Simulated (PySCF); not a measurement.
A geometry optimisation, step by step.

Species: C2H9GeP.
Bonds: C1–P2, P2–C3, P2–Ge4. Hydrogens: H5, H6, H7 on C1; H8, H9, H10 on C3; H11, H12, H13 on Ge4.

Computed by this run: PySCF, PBE0-D3(BJ)/def2-SVP geometry optimisation, gas phase; density fitting, grid level 1; the optimiser is geomeTRIC in internal coordinates, started from a GFN2-xTB structure with every atom displaced at random (about 0.01 Å). The frame can shift and turn from step to step; on so coarse a grid that alone can change the energy by a few meV, and forces under 0.02 eV/Å are noise.

Step 0: E = -68003.1203 eV, largest atomic force 2.007 eV/Å
```
atom  x, y, z in Å  |  force x, y, z in eV/Å
C1     -0.381    1.552   -0.455   -0.876   0.567  -0.673
P2     -0.294   -0.219   -0.929    0.481  -0.372   0.119
C3     -1.452   -0.906    0.353    1.851   0.217   0.744
Ge4     1.739   -0.681    0.161   -1.105  -0.193  -0.109
H5     -1.383    1.948   -0.764    0.508  -0.180   0.148
H6     -0.270    1.734    0.608    0.116   0.079   0.597
H7      0.369    2.132   -1.003    0.143   0.083  -0.075
H8     -2.439   -0.628    0.097   -1.574   0.330  -0.364
H9     -1.354   -1.984    0.380   -0.124  -0.629  -0.075
H10    -1.206   -0.527    1.366   -0.180  -0.035  -0.220
H11     2.010   -2.154    0.198    0.042  -0.868  -0.085
H12     2.898   -0.050   -0.497    0.913   0.649  -0.742
H13     1.771   -0.235    1.598   -0.194   0.351   0.735
```

Step 1: E = -68003.2777 eV, largest atomic force 0.470 eV/Å
```
atom  x, y, z in Å  |  force x, y, z in eV/Å
C1     -0.349    1.432   -0.618    0.092  -0.057   0.147
P2     -0.211   -0.374   -1.046   -0.034  -0.028   0.031
C3     -1.438   -1.073    0.161   -0.441   0.087  -0.135
Ge4     1.708   -0.876    0.152    0.361   0.110   0.118
H5     -1.325    1.797   -0.969   -0.061   0.030  -0.018
H6     -0.262    1.635    0.465   -0.024  -0.015  -0.108
H7      0.430    1.999   -1.148    0.014   0.005  -0.020
H8     -2.465   -0.787   -0.156    0.344  -0.115   0.056
H9     -1.381   -2.172    0.158   -0.004   0.003  -0.023
H10    -1.294   -0.715    1.190    0.046   0.030   0.102
H11     1.934   -2.417    0.175   -0.037   0.290  -0.009
H12     2.926   -0.186   -0.555   -0.287  -0.209   0.234
H13     1.611   -0.355    1.633    0.033  -0.131  -0.374
```

Step 2: E = -68003.2960 eV, largest atomic force 0.088 eV/Å
```
atom  x, y, z in Å  |  force x, y, z in eV/Å
C1     -0.347    1.426   -0.616    0.004  -0.007   0.005
P2     -0.213   -0.380   -1.040   -0.012  -0.023   0.018
C3     -1.449   -1.074    0.164   -0.081   0.030   0.018
Ge4     1.717   -0.866    0.150    0.048   0.045  -0.014
H5     -1.324    1.794   -0.967    0.007   0.009   0.001
H6     -0.261    1.631    0.464   -0.008   0.002  -0.006
H7      0.433    1.990   -1.149   -0.004   0.000  -0.006
H8     -2.464   -0.791   -0.164    0.065  -0.014  -0.007
H9     -1.394   -2.172    0.158    0.006  -0.002  -0.002
H10    -1.307   -0.714    1.196    0.013  -0.013  -0.012
H11     1.943   -2.390    0.177   -0.002  -0.006  -0.007
H12     2.925   -0.194   -0.537   -0.031  -0.023   0.026
H13     1.624   -0.353    1.607   -0.006   0.001  -0.014
```

Step 3: E = -68003.2963 eV, largest atomic force under 0.02 eV/Å
```
atom  x, y, z in Å  |  force x, y, z in eV/Å
C1     -0.347    1.424   -0.617    0.000  -0.005  -0.004
P2     -0.214   -0.382   -1.038   -0.002  -0.006   0.005
C3     -1.450   -1.075    0.166   -0.009   0.004   0.011
Ge4     1.719   -0.863    0.150    0.001   0.005  -0.004
H5     -1.323    1.794   -0.969    0.000   0.003  -0.003
H6     -0.262    1.632    0.462   -0.002   0.001   0.001
H7      0.433    1.986   -1.151    0.000  -0.001  -0.002
H8     -2.461   -0.793   -0.167    0.004   0.000  -0.007
H9     -1.395   -2.174    0.160    0.003   0.000  -0.001
H10    -1.309   -0.715    1.197    0.004  -0.004  -0.002
H11     1.945   -2.386    0.177    0.000  -0.004  -0.002
H12     2.925   -0.193   -0.535    0.005   0.002  -0.001
H13     1.623   -0.348    1.606   -0.003   0.004   0.007
```

Problem. Summarise the path.

Solution. The energy falls by 16.98 kJ/mol from step 0 to step 3; nine tenths of that is first reached at step 2. It falls at every step. The largest force goes from 2.007 to under 0.02 eV/Å. Among the bonds Ge4–H12 changes most, from 1.474 to 1.540 Å; the atoms move by 0.052 Å rms after alignment.

What follows is the cost of the whole optimisation. On one thread, Arm Neoverse N1 (aarch64), shared host, this took 43 s and 0.53 GiB of memory at its peak.
